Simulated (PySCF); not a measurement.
BrH₇Si₄.
Z-matrix (Å and degrees, PBE0-D3(BJ)/def2-SVP geometry), rows numbered from 1:
```
Br
Si  1  2.2531
Si  2  2.3537  1  103.77
Si  3  2.3669  2   85.93  1    78.00
Si  2  2.3546  1  103.71  3    91.81
H   2  1.4923  1  108.27  3  -134.12
H   3  1.4987  2  110.50  1  -173.46
H   3  1.4929  2  118.41  1   -44.94
H   4  1.4935  3  112.08  2   -87.19
H   4  1.4945  3  116.68  2   144.60
H   5  1.4983  2  110.78  1   173.09
H   5  1.4928  2  118.12  1    44.37
```

Computed, not measured: PBE0-D3(BJ)/def2-SVP geometry optimisation, gas phase in PySCF.

Masses are those of the commonest isotopes; rigid-rotor values at the optimised geometry. The values belong to one conformer with, in the numbering `[Br:1][SiH:2]1[SiH2:3][SiH2:4][SiH2:5]1`, Br1–Si2–Si3–Si4 78°, Si2–Si3–Si4–Si5 26°, Si3–Si4–Si5–Si2 -26°, Br1–Si2–Si5–Si4 -78°.

Task: Give the principal moments of inertia and the rotational constants in MHz.

Result: Ia = 288.20, Ib = 617.94, Ic = 680.77 u·Å²; 505379 MHz·u·Å²/I gives A = 1754, B = 817.8, C = 742.4 MHz.

Task: What kind of rotor is it?

Result: An asymmetric top; Ray's κ = -0.851.

Task: Is it planar, by Δ = Ic − Ia − Ib?

Result: Not planar: Δ = Ic − Ia − Ib = -225.37 u·Å². For a rigid frame Δ = −2 Σ m c², so Σ m c² = 112.69 u·Å² lies off the ab plane: 18.57 from hydrogen and 94.11 from heavier atoms. The atom farthest from that plane is 2.56 Å away.

Task: Give the other two planar moments, Paa and Pbb, and the rms extents of the mass along the axes.

Result: Paa = Σ m a² = (Ib + Ic − Ia)/2 = 505.25 and Pbb = Σ m b² = (Ia + Ic − Ib)/2 = 175.52 u·Å². With the mass M = 197.88 u, the rms extents √(P/M) along a, b and c are 1.60, 0.94, 0.75 Å.

Task: Which types of transition are allowed, and where do some lines up to J = 2 fall?

Result: The dipole components are |μa| = 1.20 D, |μb| = 0.00 D, |μc| = 0.67 D; the mirror of this Cs structure is the ac plane, so μb vanishes by symmetry and there are no b-type lines. Intensities carry the squares of the components, which stand as 1.00 : 0.31 (a : c). Some lines, for components of 0.1 D or more:

```
type  branch         J(Ka,Kc)   MHz  lower level (cm⁻¹)
   c       Q  2(1,2) ← 2(0,2)   865               0.156
   c       Q  1(1,1) ← 1(0,1)   936               0.052
   a       R  1(0,1) ← 0(0,0)  1560               0.000
   c       R  1(1,0) ← 0(0,0)  2571               0.000
   c       Q  2(2,1) ← 2(1,1)  2807               0.192
   a       R  2(1,2) ← 1(1,1)  3045               0.083
   a       R  2(0,2) ← 1(0,1)  3116               0.052
   a       R  2(1,1) ← 1(1,0)  3196               0.086
   c       R  2(1,1) ← 1(0,1)  4207               0.052
   c       R  2(2,0) ← 1(1,0)  6007               0.086
   c       R  2(2,1) ← 1(1,1)  6078               0.083
```

Task: Estimate the classical rotational partition function at 25 K, 50 K and 100 K.

Result: Point group Cs, symmetry number σ = 1; q = (√π/σ)·√((kT/h)³/(ABC)), k/h = 20836.6 MHz/K: 20400 at 25 K, 57800 at 50 K, 163000 at 100 K.

PBE0-D3(BJ)/def2-SVP frequencies: not computed here. No vibrational averaging or centrifugal distortion is included, and the geometry carries the error of its method. Quadrupole hyperfine structure (79Br) is left out.
